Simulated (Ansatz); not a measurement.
Compare A (`C=[N][SnH3]`) with its isomer B (`[CH3][Sn][NH2]`).

Gas-phase electronic energies from Ansatz, PBE0-D4/def2-TZVP geometries. CCSD(T)/CBS adds triple-zeta CCSD(T) − MP2 to the extrapolated MP2 energy (def2 sets, frozen cores). Functionals use def2-TZVPP. def2 core potentials past Kr. For Sn outer-core shells are correlated without core-valence functions, which leaves a few kJ/mol of doubt a bond. One conformer a species, not always the lowest.

A:

Z-matrix (Å, degrees):
```
Sn
N 1 2.056
H 1 1.716 2 108.3
H 1 1.703 2 107.1 3 -120.4
H 1 1.703 2 107.1 3 120.4
C 2 1.258 1 119.1 3 -0.0
H 6 1.104 2 125.8 1 -0.0
H 6 1.099 2 119.5 1 -180.0
```

B:

Z-matrix (Å, degrees):
```
C
Sn 1 2.193
H 1 1.091 2 111.9
H 1 1.093 2 110.2 3 121.3
H 1 1.094 2 109.4 3 -120.1
N 2 2.015 1 92.8 3 -171.7
H 6 1.008 2 123.7 1 -179.2
H 6 1.009 2 124.9 1 0.3
```

Task: Which is lower in electronic energy at CCSD(T)/CBS, and by how much? (An estimate is asked.)

Result: Ansatz gave: B, by 45.9 kcal/mol.

Task: Give E(B) − E(A) in kcal/mol with PBE0-D4, B2PLYP, CCSD(T)/def2-SVP, CCSD(T)/def2-TZVPP, BLYP-D4, ωB97M-V, MP2/def2-TZVPP. (Best estimate.)

Result: Ansatz gave: PBE0-D4 -46.4, B2PLYP -46.1, CCSD(T)/def2-SVP -37.5, CCSD(T)/def2-TZVPP -42.4, BLYP-D4 -46.8, ωB97M-V -44.6, MP2/def2-TZVPP -47.4. None reverses the order clearly.

Task: Does the order hold for the free energy at 298.15 K (harmonic terms from PBE0-D4)? (Best estimate.)

Result: Ansatz gave: Yes: G(B) − G(A) = -40.7 kcal/mol, for one conformer each. Modes under 60 cm⁻¹, often nearly free rotors, make the harmonic entropy too high.

Largest T1 diagnostic: 0.016.

In def2-TZVPP, CCSD(T) changes the Hartree–Fock value by −4.1 kcal/mol (the triples alone add +0.4 kcal/mol) and MP2 by −9.2 kcal/mol. At CCSD(T), def2-SVP lies +8.4 kcal/mol from the extrapolated value and def2-TZVPP +3.5 kcal/mol.
